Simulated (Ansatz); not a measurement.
Input file:

```yaml
crystal:
  periodic: [false, false, false]
  atoms:
    - { symbol: Mg, position_ang: [-1.036422, -1.062919, -1.708494] }
    - { symbol: Cl, position_ang: [2.022325, -2.14313, 0.116603] }
    - { symbol: Cl, position_ang: [-1.792663, -3.061933, -2.251355] }
    - { symbol: H, position_ang: [0.027702, 0.963028, 0.917132] }
    - { symbol: "N", position_ang: [-0.769343, 0.935154, -1.25514] }
    - { symbol: H, position_ang: [1.614785, -1.194203, 0.935572] }
    - { symbol: "N", position_ang: [0.513093, 0.65111, 1.763531] }
    - { symbol: H, position_ang: [-1.559727, 1.563118, -1.39831] }
    - { symbol: H, position_ang: [0.038743, 1.395882, -1.673353] }
    - { symbol: H, position_ang: [1.130694, 1.404723, 2.059183] }
    - { symbol: H, position_ang: [-0.189287, 0.54917, 2.494531] }
basis:
  gaussian: { orbitals: def2-SVP }
hamiltonian:
  xc: pbe0
relax:
  f_tol: 0.03
  max_steps: 50
```

Launched with:

```bash
$ ansatz run input.yaml --threads 2 --pin off --max-ram 3072MiB --backend cpu --events-out ev --progress --plain --runs-dir out
```

Hardware: 2 threads of Arm Neoverse V1 (shared host).

Task: Roughly how long does this run take, and how much memory?

Result: 100 s, with a peak of 0.25 GiB, for 29 ionic steps.
